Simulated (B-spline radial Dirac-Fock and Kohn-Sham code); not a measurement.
# How the settings move the core levels of Cd

ΔSCF core binding energies without Breit or QED terms, calculated with a B-spline atomic structure program. Keys: rel is the Hamiltonian (dirac, or spin-free x2c and nr, where L3 and M5 stand for the whole 2p and 3d shells), method is hf or an exchange,correlation pair (spin-unpolarised, also for the hole states), nuc the nuclear model, radius_factor scales its radius, rmax is the box in bohr, h the logarithmic mesh step, order the B-spline order, points the quadrature points per cell, c_factor scales the speed of light, and damp, ndamp, maxit and tol steer the iteration. The run stops when the commutator error falls below 10·tol·max(1, Z/10), or the numerical noise floor, and the energy has settled to about 1e-8 Ha; the virial ratio is −V/T.

Base input:

```json
{"items": [{"Z": 48, "q": 0, "cfg": [[1, 0, 2], [2, 0, 2], [2, 1, 6], [3, 0, 2], [3, 1, 6], [3, 2, 10], [4, 0, 2], [4, 1, 6], [4, 2, 10], [5, 0, 2]], "A": 114, "rrms": 4.6087, "do": "settings", "holes": ["K", "L3", "M5"],
  "settings": [{"rel": "dirac", "method": "hf", "nuc": "fermi", "radius_factor": 1.0, "rmax": 45.0, "h": 0.3, "order": 8, "points": 10, "c_factor": 1.0, "maxit": 60, "damp": 0.5, "ndamp": 3, "tol": 1e-08}]}]}
```

The ground state converged in 11 iterations, with total energy -5593.31918 Ha, virial ratio 1.95354 and highest orbital energy -7.66 eV. ΔSCF binding energies: K (1s) 26802.0 eV, L3 (2p3/2) 3551.7 eV, M5 (3d5/2) 411.5 eV.

Changes from the base run:

```csv
changed setting,Δ total energy (Ha),Δ K (eV),Δ L3 (eV),Δ M5 (eV),iterations
order = 7,+0.00002,0.00,0.00,0.00,11
rel = "nr"; nuc = "gauss"; order = 7,?,?,?,?,?
damp = 0.8,0.00000,0.00,0.00,0.00,11
h = 0.4,+0.00201,0.00,+0.01,+0.01,11
rmax = 60.0,0.00000,0.00,0.00,0.00,11
nuc = "sphere",+0.00015,0.00,0.00,0.00,11
tol = 0.0001,0.00000,0.00,0.00,0.00,9
rel = "nr"; rmax = 60.0; damp = 0.8,+128.18605,-868.89,+4.22,+9.10,12
,0.00000,0.00,0.00,0.00,11
rel = "nr"; method = "pbesol"; damp = 0.8,+128.71515,-863.18,-14.93,+6.84,11
c_factor = 100.0,+128.23277,-869.50,+4.20,+9.09,9
damp = 0.8,0.00000,0.00,0.00,0.00,11
"rel = "nr"; method = "pw91,pw91"; tol = 1e-06",+125.43705,-846.08,-13.05,+7.03,9
nuc = "gauss",-0.00039,0.00,0.00,0.00,11
```

Q: What does the change rel = "nr"; nuc = "gauss"; order = 7 do?

A: The total energy moves by +128.18608 Ha and the binding energies by K -868.89 eV, L3 +4.22 eV, M5 +9.10 eV; the run takes 11 iterations.
